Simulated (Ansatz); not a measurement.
`[F][Zn][CH2]Cl` → `[F][Zn][Cl]` + `[CH2]` (triplet) at 600 K and 1 bar (formal loss of a carbene).

Gas-phase electronic energies from Ansatz, PBE0-D4/def2-TZVP geometries. CBS: MP2 limit from def2 TZ/QZ plus the TZ coupled-cluster correction, frozen cores. This one scheme is used for every species. Triplets are unrestricted, without spin–orbit coupling. For Zn outer-core shells are correlated without core-valence functions, which leaves a few kJ/mol of doubt a bond. Scalar relativity is left out up to krypton. Each species was taken in one conformer, which may not be the lowest.

```tsv
species	CCSD(T)/CBS energy (Eh)	H − E (kJ/mol)	S (J/(mol·K))
`[F][Zn][CH2]Cl`	-2377.23406	121.2	384.9
`[F][Zn][Cl]`	-2338.03728	39.0	311.0
`[CH2]` (triplet)	-39.09499	66.5	220.8
```

H − E and S are ideal-gas, rigid-rotor, harmonic terms from PBE0-D4/def2-TZVP, for one conformer and one mirror image of each species, with the whole ground term of open shells counted as degenerate. 1 Eh = 2625.50 kJ/mol, R = 8.31446 J/(mol·K).

Question: By hand: ΔE, ΔH, ΔS and ΔG.

Answer: ΔE = (-2338.03728) + (-39.09499) − (-2377.23406) = 0.10179 Eh = 267.2 kJ/mol. Δ(H − E) = 39.0 + 66.5 − 121.2 = -15.7, so ΔH = 251.5 kJ/mol. ΔS = 311.0 + 220.8 − 384.9 = 146.9 J/(mol·K). ΔG = 251.5 − 600 × (146.9)/1000 = 163.4 kJ/mol.

Question: By hand: the equilibrium constant, and the temperature at which ΔG would vanish if ΔH and ΔS stayed fixed.

Answer: log₁₀ K = −ΔG/(RT ln 10) = -14.2. ΔG = 0 at ΔH/ΔS = 1712 K.

The number of gas molecules changes by +1, which sets the sign of ΔS. A doubt of 5 kJ/mol in ΔE shifts log₁₀ K by 0.4 here. Other conformers and mirror images would add mixing entropy, several J/(mol·K) or more a flexible species. A triplet takes part, so the spin changes. These are equilibria of isolated gas molecules and say nothing of rates. Largest T1 diagnostic: 0.016 (customary marks: 0.02 for closed shells, 0.045 for open ones).
